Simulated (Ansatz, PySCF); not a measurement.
The pair A = GeH4O (SMILES [OH][GeH3]) (first 6 atoms), B = NH3 (SMILES N); geometry from B3LYP-D3(BJ)/def2-TZVP.
(charge 0, multiplicity 1):
```xyz
10

O     -0.36249     0.71426     0.57519
Ge     0.51478    -0.70742    -0.03531
H     -0.46111     0.69066     1.54997
H      1.93723    -0.77697     0.56828
H      0.58414    -0.52578    -1.55836
H     -0.23739    -2.01145     0.32022
N     -0.66815     0.66361     3.44829
H     -1.64524     0.83347     3.65901
H     -0.39789    -0.19491     3.91492
H     -0.12909     1.41891     3.85653
```

Cores are frozen in the correlated methods. Filled d and f shells under p-block atoms count as core. CBS: X⁻³ extrapolation of the correlation energy, Hartree–Fock from the larger set. MP2 and its Hartree–Fock in aug-cc-pVTZ are density fitted.

The values were computed with Ansatz (a first-principles code); PySCF for the dispersion terms. Each number belongs to the level named beside it.

The monomers are drawn apart, rigid, along the line of their centres of mass. Counterpoise-corrected interaction energies (kcal/mol):

```tsv
level	R = 4.522 Å	R = 5.286 Å
PBE/def2-TZVPPD	-4.5082	-2.0273
PBE-D3(BJ)/def2-TZVPPD	-4.9584	-2.2303
wB97M-V/def2-TZVPPD	-4.5306	-2.0504
MP2/CBS(aug-cc-pVDZ, aug-cc-pVTZ) + ΔCCSD(T)/aug-cc-pVDZ	-4.4995	-2.0324
```

Question: R is the distance of the centres of mass. Find the local exponent m of E ∝ R⁻ᵐ between the two points.

Answer: 
m = ln(E₁/E₂)/ln(R₂/R₁): PBE/def2-TZVPPD 5.1; PBE-D3(BJ)/def2-TZVPPD 5.1; wB97M-V/def2-TZVPPD 5.1; MP2/CBS(aug-cc-pVDZ, aug-cc-pVTZ) + ΔCCSD(T)/aug-cc-pVDZ 5.1. For scale, two fixed dipoles give m = 3, dipole and quadrupole 4, quadrupoles 5, and dispersion or dipole-induced dipole 6 at long range; at these distances several terms mix, and what is left of overlap and damping shifts m, so it need not match one of them.
